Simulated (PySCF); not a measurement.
hydrogen iodide (HI), SMILES I. The structure is a stationary point at PBE-D3(BJ)/def2-TZVPD. The def2 effective core potentials stand for the cores of I; spin–orbit coupling is left out.

Calculation: PBE-D3(BJ)/def2-TZVPD (PySCF).

Harmonic wavenumbers (cm⁻¹): 2257. Rotational constants (GHz): 191.6 (linear); symmetry number 1.

**Question.** Work out the zero-point energy and the ideal-gas rigid-rotor harmonic-oscillator thermochemistry at 298.15 K and 1 atm.

**Answer.** ZPE = ½ Σ hcν = ½ × 2257 cm⁻¹ = 3.23 kcal/mol. H − E(el) = 5.30 kcal/mol. Entropy in cal/(mol K): translation 40.45, rotation 8.90, vibration 0.00, total 49.35. G − E(el) = -9.41 kcal/mol. Cp = 6.96 cal/(mol K).
